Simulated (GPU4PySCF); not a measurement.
Co(CO)3(MeCN)(SiMe3) (C8H12CoNO3Si), SMILES CC#[N]->[Co](<-[C-]#[O+])(<-[C-]#[O+])(<-[C-]#[O+])[Si](C)(C)C, multiplicity 1. Geometry optimised at PBE-D3(BJ)/def2-TZVP. The multiplicity is an assumed one; no other spin state was optimised. The isomer is the one that the SMILES or the coordinates give; other isomers of the formula were not compared. One conformer was computed; it need not be the lowest.

**Question.** Give the equilibrium geometry at PBE-D3(BJ)/def2-TZVP (GPU4PySCF confirms it by a frequency run) as Cartesian coordinates in Å. (An estimate is asked for; the answer gives what the named calculation found.)

**Answer.** Several could match; the one computed here: 
```xyz
26

Co    -0.7427     0.2323     0.2279
O     -1.0812    -2.1953     1.8136
C     -0.9331    -1.2619     1.1374
O     -3.5653     1.0583     0.3305
C     -2.4595     0.7323     0.2559
O      0.3252     2.6523     1.4628
C     -0.0729     1.7035     0.9226
C     -0.1304    -0.2704    -4.2299
C     -0.3316    -0.1084    -2.8049
N     -0.4911     0.0215    -1.6605
H      0.6610    -1.0096    -4.4209
H      0.1648     0.6852    -4.6870
H     -1.0567    -0.6173    -4.7098
Si     1.5436    -0.4152     0.4423
C      1.7887    -2.1308    -0.3180
C      2.1274    -0.4571     2.2340
C      2.6367     0.7885    -0.5256
H      2.8632    -2.3744    -0.3310
H      1.2686    -2.9075     0.2589
H      1.4183    -2.1701    -1.3519
H      1.5435    -1.1736     2.8283
H      2.0381     0.5309     2.7067
H      3.1853    -0.7611     2.2752
H      2.6333     1.7902    -0.0749
H      2.3061     0.8837    -1.5694
H      3.6741     0.4173    -0.5291
```
Charge 0, spin multiplicity 1.
